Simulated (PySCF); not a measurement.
C6H4S.
Numbering: `[CH:1]#[C:2][c:3]1[cH:4][cH:5][cH:6][s:7]1`

Geometry (GFN2-xTB, Å), atoms numbered from 1 in this order:
```xyz
11
C6H4S angstrom
C      3.1021    0.0736   -0.1582
C      1.9010    0.1013   -0.1169
C      0.5048    0.1538   -0.0634
C     -0.3843   -0.8577   -0.3064
C     -1.7250   -0.4514   -0.1612
C     -1.8427    0.8557    0.1904
S     -0.3187    1.6317    0.3529
H      4.1490    0.0334   -0.1994
H     -0.0781   -1.8515   -0.5793
H     -2.5652   -1.1055   -0.3109
H     -2.7375    1.4192    0.3663
```

Probes without a nucleus sit at each ring's centroid and 1 Å off its mean plane on both sides; NICS is minus the shielding there, NICSzz its component along the normal. Level: GIAO PBE0/pcSseg-1 (PySCF, non-relativistic, gas phase) on the GFN2-xTB geometry, one conformer.

Ring bond lengths (Å), with Mayer bond orders in brackets: C3–C4 1.368 (1.52), C4–C5 1.408 (1.29), C5–C6 1.359 (1.56), C6–S7 1.718 (1.17), S7–C3 1.742 (1.17).

What do the NICS probes read (ppm)?

```
          ring                                               type  NICS(0)  NICS(1), two faces  NICS(1)zz, two faces  rms pucker (Å)  centre to ring atoms, mean (Å)
C3–C4–C5–C6–S7  5-membered ring with S; formal bonds all aromatic    -12.9       -11.2 / -11.2         -25.8 / -25.8            0.00                            1.29
```

What can be read from them?

- C3–C4–C5–C6–S7: mean NICS(1)zz -25.8 ppm, shielded. The ring is flat and has no four-coordinate atom; by the NICS criterion it is aromatic.

What does the geometric index give? Use HOMA with the parameters of Krygowski (1993).

- C3–C4–C5–C6–S7: HOMA 0.80; the largest term is that of S7–C3, α(R − Ropt)² = 0.40. The geometric and the magnetic index point the same way.

At the first NICS(1) probe listed for ring C3–C4–C5–C6–S7, 1 Å off the ring, how large is the induced field along the normal in 9.4 T applied along it?

NICSzz × B0 = -25.8 ppm × 9.4 T = -243 μT, against the applied field.

How shielded are the nuclei of the rings and their hydrogens (means over atoms taken as equivalent)?

| atoms | environment | σ isotropic (ppm) | principal values of the symmetric part, first atom (ppm) |
| --- | --- | --- | --- |
| C3 | substituted aromatic carbon | 54.6 | -22.8, 52.8, 133.6 |
| C4 | aromatic CH carbon | 47.2 | -39.9, 35.5, 146.1 |
| C5 | aromatic CH carbon | 56.0 | -22.7, 39.8, 150.8 |
| C6 | aromatic CH next to a ring sulfur | 50.0 | -37.6, 45.1, 142.4 |
| S7 | thiophene-type sulfur | 235.2 | 74.3, 250.2, 381.1 |
| H9 | aromatic hydrogen | 24.23 | 21.4, 23.3, 27.9 |
| H10 | aromatic hydrogen | 24.61 | 21.6, 24.8, 27.5 |
| H11 | aromatic hydrogen | 24.59 | 21.8, 24.4, 27.6 |

On one thread, Arm Neoverse V1, shared host, this took 19 s. This is the whole shielding run at PBE0/pcSseg-1, SCF included.
